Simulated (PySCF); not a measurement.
## Correlation energy of N (nitrogen, neutral)

[He] 2s2 2p3, high-spin 4S determinant. Computed with PySCF 2.14 in Sapporo-DZP-2012 (4s3p1d, 18 functions), with the spin-free X2C one-electron Hamiltonian (Gaussian nucleus). Frozen: 1s2; 5 electrons correlated.

MP2 pair energies summed by pair of shells (mhartree):

```csv
pair,energy,share (%)
2s-2p,-50.27,64.1
2p-2p,-19.66,25.1
2s-2s,-8.50,10.8
```

Total MP2 correlation energy: -78.42 mhartree.

Same-spin part -24.17 and opposite-spin part -54.26 mhartree; SCS-MP2 scales them by 1/3 and 6/5 to -73.17 mhartree.

| level | correlation energy (mhartree) |
| --- | --- |
| CCSD | -95.69 |
| (T) | -0.82 |
| CCSD(T) | -96.51 |

Diagnostics: T1 = 0.0044, D1 = 0.0113, largest double amplitude 0.045.

Task: Is a single reference adequate?

Result: Yes: T1 lies below 0.03 and no double amplitude reaches 0.07.
